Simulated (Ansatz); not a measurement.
Consider the cleavage of the Ge–Si bond: `[F][Ge]([F])([F])[SiH3]` + H–F → `[F][Ge]([F])([F])[F]` + SiH₄.

Isolated molecules relaxed with PBE0-D4/def2-TZVP in Ansatz; ΔE leaves out vibrations. CBS: MP2 limit from def2 TZ/QZ plus the TZ coupled-cluster correction, frozen cores. This one scheme is used for every species. DFT in def2-TZVPP. B3LYP here is the variant with VWN-RPA as its local correlation; programs differ in this. For Ge outer-core shells are correlated without core-valence functions, which leaves a few kJ/mol of doubt a bond. Scalar relativity is left out up to krypton.

Task: Is it downhill or uphill in electronic energy at CCSD(T)/CBS, and by how much? (An estimate is asked.)

Result: Ansatz gave: Downhill: ΔE = -3.6 kcal/mol.

Task: What do these levels give: PBE-D4, BLYP-D4, r2SCAN-D4, B3LYP-D4, B2PLYP, BLYP, B3LYP, BHLYP, HF/def2-SVP, MP2/def2-TZVPP, SCS-MP2/def2-QZVPP, HF/CBS(def2)? (Best estimate.)

Result: Ansatz gave: PBE-D4 -0.7, BLYP-D4 -2.6, r2SCAN-D4 -5.6, B3LYP-D4 -3.6, B2PLYP -6.6, BLYP -4.2, B3LYP -5.1, BHLYP -7.4, HF/def2-SVP -11.2, MP2/def2-TZVPP -7.5, SCS-MP2/def2-QZVPP -7.5, HF/CBS(def2) -13.4 kcal/mol.

Largest T1 diagnostic among the species: 0.013.

From PBE to PBE0 (25 % exact exchange), in def2-TZVPP and without D4, ΔE moves by −1.4 kcal/mol. In def2-TZVPP, CCSD(T) changes the Hartree–Fock value by +5.5 kcal/mol (the triples alone add +0.5 kcal/mol) and MP2 by +5.2 kcal/mol.
